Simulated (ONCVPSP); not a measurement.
**Ge (Z = 32): one change to an ONCV potential, before and after**

```
Element                 : germanium
Generator               : ONCVPSP 4.0.1
Type                    : optimised norm-conserving Vanderbilt (ONCV)
Functional              : PBE
Relativity              : scalar-relativistic
Frozen core             : [Ar]
Valence charge          : 14
Reference configuration : 3d10 4s1.5 4p2.5
Partial waves           : 4s: rc 1.80 bohr, ncon 4, nbas 7, qcut 3.4 1/bohr, 2 projectors, debl 2.4 Ha; 4p: rc 2.30 bohr, ncon 4, nbas 7, qcut 3 1/bohr, 2 projectors, debl 2.6 Ha; 3d: rc 1.00 bohr, ncon 4, nbas 9, qcut 17.5 1/bohr, 3 projectors, debl 2 Ha
Local potential         : polynomial inside 0.95 bohr (lpopt 1, dvloc0 -1 Ha)
Core correction         : polynomial model core, fcfact 0.55
```

Change: s: nbas 8.

Cutoffs: the cutoffs (Ha) at which the residual kinetic energy of the hardest occupied pseudo-wave falls to 1 and 0.1 mHa per electron; they do not see the model core or the augmentation charge, which bear on the density cutoff. Errors are all-electron minus pseudo energies relative to the spin-unpolarised reference configuration.

**Question.** Predict the effect on cutoff, ghosts and configuration errors.

**Answer.** The potential gets neither clearly harder nor softer (113 Ha and 127 Ha → 113 Ha and 127 Ha); of the 4 tests that both files solve, the error grows in 1 and shrinks in 1 by more than 15 % and 0.3 meV (median size 3.3 → 1.9 meV); the range in which the s phases agree widens (upper end 1.3 → 4.7); neither file shows a bound ghost.

| quantity | base | changed |
| --- | --- | --- |
| cutoff, loose | 113 Ha | 113 Ha |
| cutoff, tight | 127 Ha | 127 Ha |
| loose cutoff by channel | s 23 Ha, p 2.9 Ha, d 113 Ha | s 22 Ha, p 2.9 Ha, d 113 Ha |
| bound ghosts | none | none |
| GHOST(+) flags under 300 eV | s at 37.2 eV, p at 133.7 eV | s at 35.8 eV, s at 36.7 eV, p at 133.7 eV |
| error for 3d10 4s2 4p2, meV [ΔE -3.95 eV] | +1.0 | +0.8 |
| error for 3d10 4s2 4p1, meV [ΔE 3.49 eV] | -0.4 | -0.8 |
| error for 3d10 4s2 4p0, meV [ΔE 18.93 eV] | -11 | -12 |
| error for 3d10 4s0 4p4, meV [ΔE 12.24 eV] | +5.6 | +3.1 |
| s: phases at 1.83 bohr within 0.05 rad from the reference energy up to (Ha; the scan ends near 5) | 1.3 | 4.7 |
| p: phases at 2.34 bohr within 0.05 rad from the reference energy up to (Ha; the scan ends near 5) | 4.4 | 4.4 |
| d: phases at 1.01 bohr within 0.05 rad from the reference energy up to (Ha; the scan ends near 5) | to the end of the scan | to the end of the scan |
| rms error of d²Exc/dni dnj with the model core, mHa | 1.50 | 1.45 |
